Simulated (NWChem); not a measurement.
Molecule: BHSF2; SMILES SB(F)F

```xyz
5

B      0.0154    -0.4665     0.0000
F      1.1598    -1.1440     0.0000
F     -1.1264    -1.1529     0.0000
S      0.0575     1.3456     0.0000
H     -1.2977     1.4746     0.0000
```
Atoms are numbered in this order, from 1.

All runs: NWChem. Geometry: optimised at PBE-D3(BJ)/def2-SVP. Ions are spin-unrestricted doublets at the neutral geometry; other ion states weren't tried.

Predict the results for B3LYP/def2-TZVPP. Quantities: vertical ionisation energy, ΔSCF (eV); −ε(HOMO) (eV).


```yaml
vertical ionisation energy, ΔSCF (eV): 11.06
"−ε(HOMO) (eV)": 8.19
```
